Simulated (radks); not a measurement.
Pb31+, 51 electrons, occupied as [Kr] 4d10 4f5. All-electron calculation, Dirac Kohn-Sham, LB94 model potential, spin-unpolarised, spherical densities, finite nucleus; open shells fill j = l - 1/2 first; Fermi nuclear charge, rms radius 5.5012 fm. Program: a radial shooting solver on a logarithmic mesh with Libxc functionals.

Spin-orbit splittings of the eigenvalues, e(l+1/2) - e(l-1/2), with zeta = 2 splitting/(2l+1) and mean radii in bohr:

shell  occ.  splitting (eV)  zeta (eV)  <r> j=l-1/2  <r> j=l+1/2
2p        6            2206       1471      0.05475      0.06368
3p        6           494.8      329.8       0.1636       0.1796
3d       10           105.5      42.19       0.1560       0.1608
4p        6           135.1      90.05       0.3682       0.3972
4d       10           27.08      10.83       0.3914       0.3999
4f        5           7.295      2.084       0.3776       0.3813
5p        0           49.54      33.03       0.6904       0.7289
